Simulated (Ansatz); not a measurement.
Reaction (homolysis of the C–Si bond): `[SiH3]C(Cl)I` → `Cl[CH]I`• + `[SiH3]`•

Gas-phase electronic energies from Ansatz, PBE0-D4/def2-TZVP geometries. CBS: MP2 limit from def2 TZ/QZ plus the TZ coupled-cluster correction, frozen cores. This one scheme is used for every species. DFT in def2-TZVPP. B3LYP here is the variant with VWN-RPA as its local correlation; programs differ in this. HSE06 is defined as in plane-wave codes. No spin–orbit coupling; open shells (•) take unrestricted orbitals. def2 core potentials past Kr. For I outer-core shells are correlated without core-valence functions, which leaves a few kJ/mol of doubt a bond.

```csv
level,ΔE (kJ/mol),difference from CCSD(T)/CBS
revPBE-D4,322.3,-39.3
B3LYP-D4,332.0,-29.6
CAM-B3LYP-D4,335.1,-26.5
ωB97M-V,357.6,-4.0
B2PLYP,334.1,-27.5
PBE,319.6,-42.0
revPBE,298.4,-63.2
BLYP,301.5,-60.1
r2SCAN,316.1,-45.5
PBE0,324.7,-36.9
r2SCANh,316.5,-45.1
HSE06,325.3,-36.3
BHLYP,319.3,-42.3
LC-ωPBE,325.7,-35.9
CCSD(T)/def2-TZVPP,346.8,-14.8
CCSD/CBS(def2),352.4,-9.2
CCSD(T)/CBS,361.6,0
```

Largest T1 diagnostic among the species: 0.015.

At CCSD(T), def2-SVP lies −28.0 kJ/mol from the extrapolated value and def2-TZVPP −14.8 kJ/mol: correlation converges slowly with the basis, and small sets miss more of it in the bonded molecule than in its fragments. From PBE to PBE0 (25 % exact exchange), in def2-TZVPP and without D4, ΔE moves by +5.1 kJ/mol.
